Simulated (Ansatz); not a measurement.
A nudged elastic band was laid between two geometries of C$_{3}$H$_{9}$NOSi (15 atoms, charge 0, multiplicity 1).

The calculation used Ansatz 0.2.0, RKS PBE-D4/cc-pVDZ.

```json
{"movable images": "5", "climbing image": "yes", "spring": "5.0 eV/Å²", "optimiser": "quadratic models (default)", "start path": "through a guess of the saddle point", "force threshold": "0.03 eV/Å", "iteration limit": "60", "end points": "relaxed"}
```

Initial state:

```xyz
15
Properties=species:S:1:pos:R:3
C -0.076 -2.305 -0.913
C 0.008 -1.579 0.221
Si 1.150 -0.097 0.438
C 0.002 1.462 0.477
N -0.917 1.558 -0.657
O -0.752 1.306 1.681
H 0.577 -2.102 -1.779
H -0.788 -3.141 -1.026
H -0.672 -1.826 1.057
H 2.062 -0.011 -0.768
H 1.980 -0.225 1.694
H 0.604 2.406 0.482
H -1.214 0.616 -0.961
H -0.454 1.997 -1.464
H -1.532 1.890 1.548
```

Final state:

```xyz
15
Properties=species:S:1:pos:R:3
C 0.005 -2.415 -0.911
C -0.005 -1.626 0.184
Si 1.139 -0.149 0.423
C 0.049 1.442 0.366
N -0.620 1.508 -0.914
O -0.802 1.314 1.531
H 0.726 -2.255 -1.730
H -0.699 -3.255 -1.038
H -0.752 -1.828 0.974
H 2.163 -0.129 -0.686
H 1.836 -0.224 1.761
H 0.696 2.348 0.451
H -1.262 0.706 -1.009
H -1.198 2.358 -0.990
H -1.299 2.154 1.617
```

Problem. What changes between the two ends?

Solution. No bond is made or broken. The height of N5 over the plane of its neighbours goes from -0.38 to 0.39 Å.

Problem. Give the energies along the band, and the barrier.

Solution. The forces met the threshold. The highest image is number 4 of 0 to 6, 0.142 eV above the first end and 0.149 eV above the last; the last end lies 0.006 eV below the first. A vibrational analysis at the climbing image gives one clearly imaginary mode, 557i cm⁻¹: a first-order saddle point.

```csv
image,path coordinate (Å),energy (eV),height of N5 over the plane of its neighbours (Å)
0,0.00,0.000,-0.38
1,0.22,0.005,-0.37
2,0.44,0.023,-0.35
3,0.66,0.077,-0.23
4,0.89,0.142,-0.01
5,1.29,0.010,0.33
6,1.69,-0.006,0.39
```

Problem. What is the geometry of the highest image?

Solution. 
```xyz
15
Properties=species:S:1:pos:R:3
C -0.062 -2.312 -0.929
C 0.004 -1.593 0.211
Si 1.166 -0.131 0.466
C 0.055 1.448 0.419
N -0.786 1.433 -0.726
O -0.651 1.387 1.688
H 0.619 -2.116 -1.776
H -0.784 -3.136 -1.066
H -0.702 -1.833 1.027
H 2.163 -0.097 -0.672
H 1.893 -0.252 1.783
H 0.680 2.373 0.368
H -1.199 0.561 -1.052
H -0.970 2.274 -1.265
H -1.448 1.943 1.553
```

Problem. What are the harmonic wavenumbers there?

Solution. 557i, 55, 76, 131, 207, 213, 273, 322, 417, 496, 538, 569, 609, 658, 703, 804, 895, 915, 933, 980, 1004, 1014, 1100, 1184, 1231, 1289, 1331, 1373, 1542, 1611, 2130, 2145, 2902, 3043, 3067, 3135, 3504, 3592, 3641 cm⁻¹.

Time of the run: 4.8 min on 2 threads of Arm Neoverse V1, with other jobs on the host, peak memory 0.19 GiB.
